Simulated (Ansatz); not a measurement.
`[NH]=[Nb]([OH])([OH])[F]`, 8 atoms. Total charge 0; spin multiplicity 1. Correlated methods include outer-core shells of Nb, which these sets cover unevenly. Nb takes the def2 core potential. All runs use 4 threads of a server CPU on a shared host. Correlated methods freeze the cores.

Problem. Give the basis size and wall time and peak host memory of each of these runs in Ansatz. RKS r2SCAN0-D4/def2-TZVPP energy; RKS PBE0-D4/def2-SVP energy; RHF-MP2/def2-QZVPP energy; RKS PBE0-D4/def2-TZVP frequencies; RKS PBE0-D4/def2-QZVPP energy; RKS PBE-D4/def2-TZVPP energy and forces; RKS ωB97M-V/def2-SVP energy; RHF-CCSD(T)/def2-TZVPP energy; RKS ωB97M-V/def2-TZVPP energy and forces; RKS PBE0-D4/def2-TZVPP energy; RKS PBE0-D4/def2-TZVP relaxation (6 steps); RKS ωB97M-V/def2-QZVPP energy. (Best estimate.)

Solution. Ansatz gave: Other jobs shared the machine, so times are rough.

```tsv
level	job	functions	wall time	peak host memory (GiB)
RKS PBE0-D4/def2-SVP	energy	102	1.1 s	0.22
RKS PBE-D4/def2-TZVPP	energy and forces	222	2.3 s	0.25
RKS PBE0-D4/def2-TZVPP	energy	222	2.4 s	0.46
RKS r2SCAN0-D4/def2-TZVPP	energy	222	4.6 s	0.5
RKS ωB97M-V/def2-SVP	energy	102	4.8 s	0.32
RKS PBE0-D4/def2-QZVPP	energy	399	6 s	1.1
RKS ωB97M-V/def2-TZVPP	energy and forces	222	11 s	0.71
RHF-MP2/def2-QZVPP	energy	399	15 s	1.8
RKS ωB97M-V/def2-QZVPP	energy	399	16 s	1.4
RKS PBE0-D4/def2-TZVP	relaxation (6 steps)	182	20 s	0.41
RKS PBE0-D4/def2-TZVP	frequencies	182	100 s	0.42
RHF-CCSD(T)/def2-TZVPP	energy	222	3.6 min	4.4
```
